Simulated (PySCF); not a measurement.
Two species compared at the same levels of theory.

First species: C₆H₁₁B.
Geometry (PBE0-D3(BJ)/def2-SVP, Å), atoms numbered from 1 in this order:
```xyz
18
C6H11B angstrom
C      3.756    0.367    0.406
C      2.782   -0.480    0.039
C      1.395   -0.088   -0.127
C      0.390   -0.918   -0.491
B     -1.098   -0.486   -0.653
C     -2.159   -1.604   -0.988
C     -1.565    1.010   -0.506
H      3.544    1.422    0.603
H      4.791    0.036    0.521
H      3.023   -1.533   -0.152
H      1.172    0.969    0.066
H      0.668   -1.968   -0.669
H     -1.826   -2.230   -1.834
H     -3.175   -1.237   -1.194
H     -2.218   -2.295   -0.126
H     -2.469    1.077    0.124
H     -1.889    1.355   -1.507
H     -0.821    1.728   -0.133
```

Second species: C6H11B.
SMILES: `C(=C=CC)B(C)C`

Levels: wB97X-D/def2-SVPD for dipole moment, HOMO energy, LUMO energy, HOMO–LUMO gap, static isotropic polarisability and electronic spatial extent ⟨r²⟩ about the centre of nuclear charge; TDDFT wB97X-D/def2-SVPD for lowest singlet excitation; TDA wB97X-D/def2-SVPD for lowest triplet excitation (Tamm–Dancoff); ΔSCF wB97X-D/def2-SVPD for vertical ionisation energy; PBE0-D3(BJ)/def2-SVP for rotational constant A and rotational constant C. Geometries: PBE0-D3(BJ)/def2-SVP. Each species is one conformer at its optimised geometry, gas phase, non-relativistic unless stated; the electronic structure was computed with PySCF and density fitting.

Dipoles, sizes and rotational constants follow the conformer. The torsions of the flexible species, by atom-mapped SMILES:
- `[CH2:1]=[CH:2]/[CH:3]=[CH:4]/[B:5]([CH3:6])[CH3:7]`: C1–C2–C3–C4 180°, C3–C4–B5–C6 -176°
- `[CH3:1][CH:2]=[C:3]=[CH:4][B:5]([CH3:6])[CH3:7]`: C3–C4–B5–C6 -176°

Values for the first species:

* Dipole moment: 0.85 D
* HOMO energy: -8.74 eV
* LUMO energy: -0.11 eV
* HOMO–LUMO gap: 8.63 eV
* Lowest singlet excitation: 5.09 eV
* Lowest triplet excitation (Tamm–Dancoff): 2.89 eV
* Static isotropic polarisability: 99.2 au
* Vertical ionisation energy: 8.85 eV
* Electronic spatial extent ⟨r²⟩ about the centre of nuclear charge: 1257 bohr²
* Rotational constant A: 6.470 GHz
* Rotational constant C: 0.938 GHz

Problem. Estimate the same properties for the second species, and the change in each.

Solution. 
```tsv
property	first	second	second less first
dipole moment	0.85 D	0.83 D	-0.02 D
HOMO energy	-8.74 eV	-8.93 eV	-0.19 eV
LUMO energy	-0.11 eV	0.66 eV	+0.77 eV
HOMO–LUMO gap	8.63 eV	9.59 eV	+0.96 eV
lowest singlet excitation	5.09 eV	4.57 eV	-0.52 eV
lowest triplet excitation (Tamm–Dancoff)	2.89 eV	4.15 eV	+1.26 eV
static isotropic polarisability	99.2 au	93.5 au	-5.7 au
vertical ionisation energy	8.85 eV	9.06 eV	+0.21 eV
electronic spatial extent ⟨r²⟩ about the centre of nuclear charge	1257 bohr²	1185 bohr²	-72 bohr²
rotational constant A	6.470 GHz	5.616 GHz	-0.854 GHz
rotational constant C	0.938 GHz	1.049 GHz	+0.111 GHz
```

On the first: The dipole matches unit charges of opposite sign 0.18 Å apart (1 e·Å = 4.8032 D). In wavenumbers S1 is 41000 cm⁻¹ (1 eV = 8065.54 cm⁻¹).

On the second: The principal polarisabilities are 68.8, 78.9 and 132.8 au; their mean is the isotropic value. The vertical singlet–triplet gap S1 − T1 is 0.42 eV (TDDFT singlet less Tamm–Dancoff triplet; S1: HOMO→LUMO, weight 0.96; T1: HOMO−1→LUMO, weight 0.88).
